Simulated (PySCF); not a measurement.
Structure with atom numbers: `[CH:1]#[C:2][SiH2:3][O:4][C:5]([CH3:6])=[O:7]`. Hydrogens are named by the atom that carries them.

Theoretical values (PySCF 2.14.0 with density-fitted response routines): geometry: PBE0-D3(BJ)/def2-SVP, KT3/pcSseg-2 with gauge-including orbitals. A single conformation, isolated molecule, fast rotation and ring inversion assumed for equivalent nuclei, non-relativistic Hamiltonian.

Referencing at the same level of theory: $^{13}$C (σ = 181.31 ppm), $^{1}$H (σ = 31.35 ppm), $^{29}$Si (σ = 358.24 ppm) vs TMS; $^{17}$O (σ = 323.80 ppm) vs H2O.

```
 atoms    nucleus  count  δ (ppm)
    C6   $^{13}$C      1     21.0
    C1   $^{13}$C      1     93.7
H(Si3)    $^{1}$H      2     5.02
 H(C1)    $^{1}$H      1        ?
    O4   $^{17}$O      1        ?
    C2   $^{13}$C      1        ?
   Si3  $^{29}$Si      1    -51.6
 H(C6)    $^{1}$H      3     2.03
    C5   $^{13}$C      1    170.2
    O7   $^{17}$O      1    426.0
```

Fill in the missing shifts.

Answers


- C2: 77.1 ppm, alkyne carbon; the triple bond shields along its axis, which puts it between sp3 and sp2 carbons
- H(C1): 2.43 ppm, hydrogen on a terminal alkyne carbon; it lies on the axis of the triple bond, in its shielding cone
- O4: 213.5 ppm, oxygen bonded to C, Si

Shifts are as computed, not scaled to solution data. Of 1313 compounds with measured shifts, 239 miss one by over three times the rms of a fit or turn the order of signals round; such compounds aren't used in these exercises. Unscaled 17O shifts of doubly bonded oxygen tend to come out too high, by tens of ppm or more. Experimental scales use liquid or dissolved standards, which lie at an offset from isolated H2O (liquid H2O: subtract about 36 ppm).
